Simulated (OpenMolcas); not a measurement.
Ir4+ with 6 ligands (fluoride) in octahedral coordination (Oh). A charge of +0.333 e stands 3.2 Å behind each ligand. Ligand basis ANO-RCC-VDZP.

| Item | Value |
| --- | --- |
| Program | OpenMolcas 26.06 |
| Method | SS-CASPT2, IPEA 0.25 Eh, imaginary shift 0.1 Eh (closed shells correlated: 5s 5p and the ligand valence shells) |
| Basis | ANO-RCC-VTZP [8s7p5d3f1g] |
| Scalar Hamiltonian | DKH2, point nucleus |
| Active space | 5 electrons in 5 orbitals (5d) |
| State averaging | 2S+1 = 6 even, 1 root; 2S+1 = 4 even, 24 roots; 2S+1 = 2 even, 75 roots |
| Spin-orbit coupling | state interaction with AMFI integrals over the reference wave functions |

All ligands move together. At R = 1.91 Å |10Dq| is 33027 cm-1, and at R = 1.94 Å it is 31625 cm-1.

A third run gives 26352 cm-1. What distance was it run at?

With a power law R^-n the two known points give n = -ln(31625 / 33027) / ln(1.94 / 1.91) = 2.78. Then R = 1.91 × (33027 / 26352)^(1/2.78) = 2.072 Å. The run was at 2.04 Å, so the estimate is off by +0.032 Å.

Roots that are degenerate in the reference are averaged as groups; the widest CASPT2 spread within a group is 580 cm-1 (the 3-fold group of multiplicity 2 near 62600 cm-1 above the lowest state of its run, R = 1.94). Shifts and gaps below about the spread of the groups concerned are not significant. Over all roots computed the reference weight is 0.67 to 0.70 in R = 1.91, 0.67 to 0.70 in R = 1.94, 0.67 to 0.69 in R = 2.04; a low but even weight reflects the number of correlated electrons. An orbital triplet at a regular site is open to Jahn-Teller coupling, which can distort the site and quench the lowest spin-orbit gaps and is left out. Ligand-to-metal charge-transfer states are missing. With no ligand orbital active B as a rule stays too high, so bands that hang on it stand too high and its fall with covalency is understated. With one d shell and no ligand orbital active, 10Dq can be off by a tenth or more. The least metal-like active orbital is 73 % on the metal (Löwdin) and no ligand orbital is active, so the numbers are rough (holds for R = 1.91; R = 1.94). The least metal-like active orbital is 74 % on the metal (Löwdin) and no ligand orbital is active, so the numbers are rough (holds for R = 2.04). No measured value stands beside these numbers; the geometry was imposed, not optimised, and the real ion may take another.
